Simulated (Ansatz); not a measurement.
A single point on `C[O][Ti]1234([O]C)([O]C)[C@H]5[C@@H]1[C@@H]2[C@@H]3[C@H]54`.

```yaml
crystal:
  periodic: [false, false, false]
  atoms:
    - {symbol: C, position_ang: [-2.453225, -0.512586, 1.774810]}
    - {symbol: O, position_ang: [-1.276511, 0.045678, 1.305770]}
    - {symbol: Ti, position_ang: [0.065739, 0.007411, 0.108795]}
    - {symbol: O, position_ang: [1.403415, -0.874615, 0.994862]}
    - {symbol: C, position_ang: [1.876387, -0.482352, 2.250966]}
    - {symbol: O, position_ang: [0.642723, 1.710085, 0.063234]}
    - {symbol: C, position_ang: [1.267354, 2.729347, -0.634379]}
    - {symbol: C, position_ang: [0.682082, -0.454258, -2.144039]}
    - {symbol: C, position_ang: [0.481673, -1.696195, -1.512482]}
    - {symbol: C, position_ang: [-0.873898, -1.786166, -1.144142]}
    - {symbol: C, position_ang: [-1.519636, -0.602341, -1.567258]}
    - {symbol: C, position_ang: [-0.559758, 0.219225, -2.184274]}
    - {symbol: H, position_ang: [-2.245555, -1.305132, 2.503770]}
    - {symbol: H, position_ang: [-3.046825, -0.949278, 0.960486]}
    - {symbol: H, position_ang: [-3.063840, 0.252885, 2.267071]}
    - {symbol: H, position_ang: [1.079427, -0.506470, 3.005484]}
    - {symbol: H, position_ang: [2.672795, -1.164013, 2.569563]}
    - {symbol: H, position_ang: [2.284017, 0.536594, 2.226216]}
    - {symbol: H, position_ang: [2.348615, 2.720693, -0.451510]}
    - {symbol: H, position_ang: [0.874570, 3.701471, -0.314964]}
    - {symbol: H, position_ang: [1.106927, 2.636572, -1.716912]}
    - {symbol: H, position_ang: [1.625596, -0.070756, -2.503908]}
    - {symbol: H, position_ang: [1.250412, -2.413295, -1.271450]}
    - {symbol: H, position_ang: [-1.331317, -2.601786, -0.603473]}
    - {symbol: H, position_ang: [-2.557291, -0.350702, -1.405047]}
    - {symbol: H, position_ang: [-0.733885, 1.209986, -2.577198]}
basis:
  gaussian: {orbitals: def2-TZVPP}
hamiltonian: {xc: pbe}
correlation: {method: rpa}
```

```sh
$ ansatz run in.yaml --threads 11 --pin off --events-out ev --progress --plain --max-ram 174080MiB --backend cuda --devices 0, --max-vram 75GiB
```

Shortened log:

```
Functional definition: PBE
3666 factors; integrals over basis functions are off by at most 1.1e-3 eV
mean field evaluation 1: about -37730.2002 eV, gradient 1.3e2 eV
mean field evaluation 2: about -37730.1926 eV, gradient 1.3e2 eV
mean field evaluation 4: about -37725.8264 eV, gradient 1.3e2 eV
mean field evaluation 8: about -37767.1044 eV, gradient 9.8e-1 eV
mean field -37767.10916567 eV, -1387.9156623722 hartree, gradient 7.4e-6 eV, S^2 0.000000; 2 other end points of the search recorded, 0 dependent functions left out
16 core orbitals not correlated: weight in the atoms' cores, before any rotation towards them, 1.000 or more for the frozen orbitals, at most 0.000 for the correlated occupied ones
reference -37666.73872666 eV, -1384.2271167723 hartree; 38, 38 occupied and 547, 547 virtual orbitals, 3666 factors
Total energy: -37774.35325483 eV, -1388.1818777386 hartree
```

It took 11 s on 11 threads of an AMD EPYC 7R13 on a shared host and a whole NVIDIA H100 80 GB, with 4.1 GiB of host memory at the peak.
